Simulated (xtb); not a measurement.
H$_{2}$O$_{2}$Zn, singlet, geometry from GFN2-xTB (such geometries of metal compounds can be far from the true shape). Base run: xtb 6.7.1 with GFN2-xTB.

xtb was given this input:
```
$ xtb mol.xyz --gfn 2 --json

# file mol.xyz
5

Zn    -0.00043581     0.16948187     0.03107190
O      1.25323209    -0.15772531    -1.08183775
H      1.82660149     0.51561231    -1.44172741
O     -1.25144443    -0.53747576     0.95438330
H     -1.82782845    -0.03845981     1.52920600
```

Each row names what was changed in the base input (with any setting that the change needs).

| change | ΔE vs base (kJ/mol) | HOMO-LUMO gap (eV) | dipole (D) | G_solv (kcal/mol) | SCF cycles |
|---|---|---|---|---|---|
| base | 0.00 | 4.28 | 4.01 | - | 11 |
| alpb = methanol | -50.4 | 4.28 | 4.24 | -13.82 | 10 |
| etemp = 1000 | 0.00 | 4.28 | 4.01 | - | 11 |
| etemp = 3000 | -0.04 | 4.28 | 4.00 | - | 11 |
| acc = 0.1 | 0.00 | 4.28 | 4.01 | - | 12 |
| alpb = dmso | -71.2 | 4.28 | 4.30 | -20.02 | 10 |

ALPB and GBSA are two models with their own fitted parameters for each solvent, which aren't always the measured dielectric constant.
